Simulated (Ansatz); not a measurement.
Stretching the Si3–H4 bond in H4MgSi (SMILES [MgH][SiH3]) (multiplicity 1 held, fragments rigid). Energies count from the point at 1.491 Å.
Geometry at that point (charge 0, multiplicity 1):
```xyz
6

Mg    -1.274    -0.699    -0.178
H     -2.755    -1.512    -0.386
Si     0.972     0.533     0.136
H      1.613     0.250     1.452
H      0.838     2.017     0.064
H      1.986     0.169    -0.894
```

R- and RO- levels are restricted; in cc, def2 and unpolarised 6-31G sets they are followed outwards from rest. Unrestricted levels (U-) break spin symmetry where that is lower. Active spaces are followed from a long bond inwards. Levels need not reach the same state.

Correlated levels freeze the cores.

Codes used: Ansatz (Gaussian orbitals). Each number belongs to the level named beside it.

Energies in kJ/mol.

| R (Å) | U-HF/def2-SVP | R-SCS-MP2/def2-SVP | U-SCS-MP2/def2-SVP | R-CCSDT/def2-SVP | FIC-MRCISD+Q on CASSCF(2,2)/def2-SVP |
|---|---|---|---|---|---|
| 1.193 | 127 | 125 | 125 | 125 | 125 |
| 1.342 | 25 | 25 | 25 | 25 | 25 |
| 1.491 | 0 | 0 | 0 | 0 | 0 |
| 1.640 | 16 | 15 | 15 | 14 | 14 |
| 1.790 | 52 | 51 | 51 | 48 | 48 |
| 2.013 | 124 | 120 | 120 | 111 | 112 |
| 2.237 | 195 | 191 | 211 | 174 | 174 |
| 2.610 | 253 | 294 | 306 | 257 | 257 |
| 2.983 | 273 | 372 | 336 | 308 | 308 |
| 3.430 | 281 | 435 | 348 | 338 | 337 |
| 4.027 | 284 | 471 | 352 | 351 | 350 |
| 4.772 | 284 | 456 | 353 | 354 | 353 |

Doubts at one or more of the structures used: a spin-contaminated determinant (U-HF/def2-SVP, U-SCS-MP2/def2-SVP); a restricted determinant that unrestricted orbitals would lower (R-SCS-MP2/def2-SVP, R-CCSDT/def2-SVP); T1 above 0.05 (R-CCSDT/def2-SVP); other coupled-cluster roots lie near (R-CCSDT/def2-SVP).

Ansatz is a first-principles code.
